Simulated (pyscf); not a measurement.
Structures and frequencies: ωB97X-D3(BJ)/def2-SVP in PySCF. MP2 and CC: frozen core, UHF for open shells. ΔMP2 is the change of the MP2 total energy from the triple- to the quadruple-zeta basis.

SMILES: [OH][Ga]([Br])[OH]
```xyz
6

O      1.4327     0.5860    -0.8807
Ga    -0.0771     0.1156    -0.0788
O     -0.1056    -0.0379     1.6815
Br    -1.9619    -0.2922    -1.2560
H      1.3754     0.6553    -1.8404
H      0.7432     0.1557     2.0969
```

### Question
What is the homolytic dissociation enthalpy (298 K, CCSD(T)/def2-TZVPP + ΔMP2(QZVPP)) of the Br–Ga bond of HO–Ga(OH)–Br (SMILES [OH][Ga]([OH])[Br]), to [HO–Ga–OH]• + Br•?

### Answer
Br–Ga to [HO–Ga–OH]• + Br•: 4.11 eV. The radicals are drawn with the spin at the cut bond; how far it spreads was not checked. Other isomers of [HO–Ga–OH]• were not searched in full and may lie lower. The CCSD(T) − MP2 part came from Ansatz, without density fitting, on the same reference. The frozen core leaves the outer d or s,p core shells of the metals and heavy elements correlated in the MP2 and CC values, and def2-TZVPP describes them poorly, which can shift differences by a few kcal/mol. Left out: the spin-orbit lowering of Br, which is large for Br, Se, Te and I. Elements up to Kr have no core potential and no relativistic terms here.
